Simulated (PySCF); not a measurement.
# Optical rotation: `N#C[C@@H]1C[Si@@H]1[SiH](N)N`, C₃H₉N₃Si₂

Geometry (Å), atoms numbered from 1 in this order:
```xyz
17

N     2.3711   -1.8527   -0.3439
C     2.0401   -0.8972   -0.8956
C     1.5456    0.2634   -1.4976
C     1.4548    1.5049   -0.6023
Si   -0.2503    0.7873   -0.9910
Si   -1.3620   -0.6382    0.4223
N    -2.6443    0.2912    1.1064
N    -0.2016   -1.1670    1.5803
H     1.8972    0.4156   -2.5096
H     1.8749    1.3785    0.3872
H     1.8043    2.4175   -1.0652
H    -0.8034    1.5144   -2.1396
H    -2.0801   -1.7004   -0.3008
H    -2.4219    1.1115    1.6467
H    -3.4074   -0.1958    1.5460
H    -0.4999   -1.6780    2.3971
H     0.6760   -1.5430    1.2496
```

Theory: TDDFT CAM-B3LYP/def2-SVPD circular dichroism and optical rotation, one conformer, gas phase in PySCF. Geometry: GFN2-xTB.

The molecule is flexible and this is one conformer; a measurement averages over conformers.

Stereocentres: C3 R, Si5 S.

Problem. Give the optical rotatory dispersion at 633, 589.3, 546, 436, 405, 365, 355 nm.

Solution. [α] in deg dm⁻¹ (g/mL)⁻¹:
| λ (nm) | origin-invariant length gauge | modified velocity gauge | length gauge (centre of mass) | isotropic polarisability (au) |
| --- | --- | --- | --- | --- |
| 633 | +257.4 | +270.7 | +259.0 | 110.4 |
| 589.3 | +302.6 | +318.5 | +304.5 | 110.9 |
| 546 | +360.9 | +380.2 | +363.2 | 111.6 |
| 436 | +624.2 | +659.8 | +628.1 | 114.6 |
| 405 | +756.5 | +800.9 | +761.0 | 116.0 |
| 365 | +1006.4 | +1068.8 | +1012.3 | 118.5 |
| 355 | +1089.9 | +1158.7 | +1096.3 | 119.4 |

Problem. And for the mirror image at 589.3 nm?

Solution. -302.6 deg dm⁻¹ (g/mL)⁻¹ (origin-invariant length gauge): the same size and the opposite sign.

Problem. What is the molar rotation [Φ] = [α]·M/100 of the geometry above at 589.3 nm?

Solution. With M = 143.30 g/mol, +433.6 deg cm² dmol⁻¹ (origin-invariant length gauge).

The first excitation lies at 5.74 eV (216 nm) with R = -42.3 × 10⁻⁴⁰ esu² cm² (velocity form).
